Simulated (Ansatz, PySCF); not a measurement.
GeOBr, SMILES [Br][Ge]=[O], multiplicity 2. Atoms are numbered in the order given.

```xyz
3

Ge     0.3199     0.9520     0.0000
O     -0.9601     2.0144     0.0000
Br    -0.0640    -1.3601     0.0000
```
Charge 0, spin multiplicity 2.

Geometry: TPSSh-D3(BJ)/def2-TZVP.

Two levels are set side by side: PBE-D3(BJ)/def2-TZVP (Ansatz, a first-principles code) and TPSSh-D3(BJ)/def2-TZVP (PySCF). Each level has its own optimised geometry; the coordinates shown are those of the second. Frequencies come from the Hessian of PySCF at each geometry. Differences are taken from unrounded values.

| quantity | TPSSh-D3(BJ) | PBE-D3(BJ) | PBE-D3(BJ) minus TPSSh-D3(BJ) |
|---|---|---|---|
| mean bond length (Å) | 2.004 | 2.020 | 0.017 |
| bond Ge1–O2 (Å) | 1.663 | 1.673 | 0.010 |
| bond Ge1–Br3 (Å) | 2.344 | 2.368 | 0.024 |
| highest harmonic wavenumber (cm⁻¹) | 842 | 841 | -2 |
| mean harmonic wavenumber (cm⁻¹) | 417 | 412 | -5 |
| zero-point energy (kcal/mol) | 1.79 | 1.77 | -0.02 |

Exact exchange shortens and stiffens bonds; PBE has none. Differences between two approximate levels are no errors against the true value.
